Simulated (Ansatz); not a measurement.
`C[SiH2][S][Zn][F]` → C• + F• + 5 H• + S• + Si• + Zn (atom)  (atomization)

Calculated with Ansatz (gas phase, PBE0-D4/def2-TZVP geometries, no zero-point term in ΔE). CBS: MP2 limit from def2 TZ/QZ plus the TZ coupled-cluster correction, frozen cores. This one scheme is used for every species, atoms too. For atomizations the MP2-based limit and the directly extrapolated one differ by several kJ/mol either way, and by 10 to 25 for some Ge, Se and Sn compounds, so smaller differences from it don't rank the levels. DFT in def2-TZVPP. Open shells (•) are unrestricted, without spin–orbit coupling. Spin–orbit coupling would lower the free atoms: a little for C, F, S, Si. Bonds to Zn are less sure, by a few kJ/mol each and by 10 to 20 or more in all where they break to atoms, as the def2 sets lack core-valence functions. Scalar relativity is left out up to krypton. Each species was taken in one conformer, which may not be the lowest.

| level | ΔE (kJ/mol) | difference from CCSD(T)/CBS |
| --- | --- | --- |
| PBE-D4 | 3255.7 | 9.5 |
| revPBE-D4 | 3182.0 | -64.2 |
| r2SCAN-D4 | 3258.7 | 12.5 |
| r2SCAN0-D4 | 3213.1 | -33.1 |
| CAM-B3LYP-D4 | 3227.6 | -18.6 |
| ωB97M-V | 3242.7 | -3.5 |
| B2PLYP | 3178.5 | -67.7 |
| PBE | 3231.5 | -14.7 |
| r2SCAN | 3252.9 | 6.7 |
| r2SCAN0 | 3206.0 | -40.2 |
| HF/def2-SVP | 2388.4 | -857.8 |
| CCSD/def2-SVP | 2980.4 | -265.8 |
| MP2/def2-TZVPP | 3207.0 | -39.2 |
| HF/def2-QZVPP | 2416.6 | -829.6 |
| MP2/def2-QZVPP | 3270.5 | 24.3 |
| SCS-MP2/def2-QZVPP | 3250.9 | 4.7 |
| CCSD(T)/CBS | 3246.2 | 0 |

Largest T1 diagnostic among the species: 0.017.

From r2SCAN to r2SCAN0 (25 % exact exchange), in def2-TZVPP and without D4, ΔE moves by −46.9 kJ/mol: exact exchange takes away binding that semilocal exchange gives to molecules. In def2-TZVPP, CCSD(T) changes the Hartree–Fock value by +742.5 kJ/mol (the triples alone add +45.3 kJ/mol) and MP2 by +805.1 kJ/mol; breaking electron pairs costs correlation energy, which Hartree–Fock lacks. Leaving LDA and LC-ωPBE aside and taking each functional with its dispersion term where it has one, the values, not all of them listed here, spread over 124.7 kJ/mol, from BHLYP-D4 to ωB97X-V. LDA lies +427.6 kJ/mol from PBE without D4, its usual overbinding.
